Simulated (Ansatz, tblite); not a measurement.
Forces on SiSe2⁺ at its r2SCAN-D4/def2-TZVP geometry. Charge 1, multiplicity 2.

The xTB rows come from tblite. The structure comes from a short search, and lower isomers may exist.

GFN1-xTB (tblite), largest force 0.16 eV/Å:

```xyz
3
positions Å, forces eV/Å
Si    1.341    0.087   -0.239    0.130    0.009   -0.024
Se   -0.883    0.222   -0.976   -0.091    0.030   -0.128
Se   -0.458   -0.309    1.215   -0.039   -0.038    0.152
```

GFN2-xTB (tblite), largest force 0.66 eV/Å:

```
Si 0.650 0.042 -0.117
Se -0.361 0.025 -0.133
Se -0.289 -0.068 0.249
```

PBE-D4/def2-TZVP (Ansatz), largest force 0.43 eV/Å:

```
Si 0.276 0.018 -0.050
Se -0.212 0.084 -0.360
Se -0.065 -0.102 0.410
```
